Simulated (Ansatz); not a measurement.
**How methods differ on SnF2 (SMILES [F][Sn][F])**

The species is SnF2 (3 atoms), meant as a singlet with charge 0. SMILES: `[F][Sn][F]`. The shape comes from GFN2-xTB, which is rough for such elements, and wasn't checked as a minimum.

```xyz
3

Sn    0.0053   -0.0076   -0.8651
F     1.6183   -0.0212    0.4431
F    -1.6236    0.0288    0.4221
```

Quantity: the energy change with the Sn1–F3 bond stretched from 2.076 to 5.191 Å, in eV. The values are calculated.

```
                        level                    kind  program  value (eV)  less FCI/STO-3G  CPU time (all runs)
       HF/STO-3G (restricted)            Hartree–Fock   Ansatz        9.03            +5.88                1.3 s
    SVWN5/STO-3G (restricted)                     LDA   Ansatz        6.02            +2.87                 10 s
     BLYP/STO-3G (restricted)                     GGA   Ansatz        5.68            +2.53                 18 s
    BHLYP/STO-3G (restricted)           global hybrid   Ansatz        7.53            +4.38                7.6 s
CAM-B3LYP/STO-3G (restricted)  range-separated hybrid   Ansatz        7.46            +4.31                7.8 s
  wB97M-V/STO-3G (restricted)  range-separated hybrid   Ansatz        7.84            +4.69                 81 s
    wB97X/STO-3G (restricted)  range-separated hybrid   Ansatz        7.79            +4.64                 26 s
   B2PLYP/STO-3G (restricted)           double hybrid   Ansatz        2.99            -0.16                 11 s
      MP2/STO-3G (restricted)     perturbation theory   Ansatz        0.82            -2.33                3.3 s
                   FCI/STO-3G      exact in the basis   Ansatz        3.15             0.00                8.2 s
```

FCI/STO-3G is exact within its basis and frozen core, so for wave-function methods in that basis the difference is their error; functionals converge differently with the basis, so for them it is only a difference. A spin-restricted reference rises too steeply as a bond breaks; here HF/STO-3G, SVWN5/STO-3G, BLYP/STO-3G, BHLYP/STO-3G, CAM-B3LYP/STO-3G, wB97M-V/STO-3G, wB97X/STO-3G lie well above the multireference or unrestricted value. All-electron rows without a relativistic Hamiltonian named are non-relativistic. The first shape isn't each level's own minimum. The values span 0.82 to 9.03 eV. All rows use very small basis sets, so none should be taken for the real molecule's value. In the correlated wave-function rows the outer d shell of Sn is correlated, in sets not made for it. Times are those of the runs behind each value, whatever else they computed, on shared processors of several kinds: orders of magnitude only.
